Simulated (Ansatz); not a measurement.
CH8Si2 (SMILES C[SiH2][SiH3]), singlet, at a GFN2-xTB geometry; B3LYP/6-311+G(2d,p) (Ansatz, a first-principles code).

Input for Ansatz:
Ansatz 0.2 input:
```yaml
crystal:
  periodic: [false, false, false]
  atoms:
    - {symbol: Si, position_ang: [1.46864198, 0.52805650, 0.07541093]}
    - {symbol: Si, position_ang: [-0.45146803, -0.73516421, -0.16110705]}
    - {symbol: C, position_ang: [-2.00019419, 0.32420792, 0.14849534]}
    - {symbol: H, position_ang: [2.68366486, -0.27230802, -0.09751625]}
    - {symbol: H, position_ang: [1.55590744, 1.62110923, -0.89886237]}
    - {symbol: H, position_ang: [1.57723925, 1.15806766, 1.39563934]}
    - {symbol: H, position_ang: [-0.50576933, -1.87012262, 0.77401467]}
    - {symbol: H, position_ang: [-0.58606586, -1.32156154, -1.50409764]}
    - {symbol: H, position_ang: [-2.05992973, 1.14946104, -0.55608883]}
    - {symbol: H, position_ang: [-1.99338209, 0.74870437, 1.14885053]}
    - {symbol: H, position_ang: [-2.91093474, -0.25908951, 0.04683409]}
basis:
  gaussian:
    orbitals: 6-311+G_2d_p_.json
hamiltonian:
  xc: b3lyp
```
The basis file holds 6-311+G(2d,p) in the JSON format of the Basis Set Exchange.

Task: What does Ansatz print? Leave out banner, timings and long lists.

Result: 
```
Functional definition: B3LYP
1133 factors; their error is unknown
mean field evaluation 1: about -16917.9292 eV, gradient 5.5e1 eV
mean field evaluation 2: about -16913.2780 eV, gradient 6.4e1 eV
mean field evaluation 4: about -16924.9208 eV, gradient 1.8e0 eV
mean field evaluation 8: about -16924.9318 eV, gradient 4.5e-2 eV
mean field evaluation 16: about -16924.9415 eV, gradient 4.1e-5 eV
mean field -16924.94147455 eV, -621.9801270523 hartree, gradient 4.1e-5 eV, S^2 0.000000; 0 other end points of the search recorded, 0 dependent functions left out
reference -16924.94181144 eV, -621.9801394328 hartree; 21, 21 occupied and 124, 124 virtual orbitals, 1133 factors
Total energy: -16924.94181144 eV, -621.9801394328 hartree
```
